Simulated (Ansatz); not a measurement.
Geometry optimisation, RKS B3LYP-D4/def2-SVP in Ansatz.

The input (input.yaml):

```yaml
crystal:
  periodic: [false, false, false]
  atoms:
    - { symbol: F, position_ang: [-0.7638, -1.7329, 1.2216] }
    - { symbol: B, position_ang: [-0.6854, -0.8575, 0.0367] }
    - { symbol: Si, position_ang: [0.5154, 0.6467, 0.0329] }
    - { symbol: Cl, position_ang: [-1.609, -1.2049, -1.4701] }
    - { symbol: H, position_ang: [0.499, 1.3226, -1.2713] }
    - { symbol: H, position_ang: [0.165, 1.6, 1.1101] }
    - { symbol: H, position_ang: [1.9399, 0.158, 0.2945] }
basis:
  gaussian: { orbitals: def2-SVP }
hamiltonian:
  xc: b3lyp
  dispersion: d4
relax:
  f_tol: 0.015
  max_steps: 40
```

Command:

```bash
$ ansatz run input.yaml --threads 1 --pin off --max-ram 2048MiB --backend cpu --events-out ev --progress --plain --runs-dir out
```

Problem. Where does it end, and by what steps?

Solution. It converged. After 7 steps the energy has fallen by 0.566 eV; Cl4 moved furthest, 0.19 Å.

```
step  energy less start (eV)  largest force component (eV/Å)  accepted
   0                  0.0000                           3.665       yes
   1                 -0.3506                           2.287       yes
   2                 -0.4541                           1.655       yes
   3                 -0.5517                           0.463       yes
   4                 -0.5596                           0.181       yes
   5                 -0.5650                           0.041       yes
   6                 -0.5657                           0.032       yes
   7                 -0.5664                           0.010       yes
```

```xyz
7
Properties=species:S:1:pos:R:3
F -0.767 -1.729 1.065
B -0.690 -0.923 0.020
Si 0.573 0.671 0.037
Cl -1.732 -1.296 -1.353
H 0.576 1.376 -1.275
H 0.143 1.622 1.106
H 1.958 0.211 0.355
```

Whether the end is a true minimum wasn't checked by a vibrational analysis.

Time of the run: 29 s on 1 thread of Arm Neoverse V2, with other jobs on the host, peak memory 0.15 GiB.
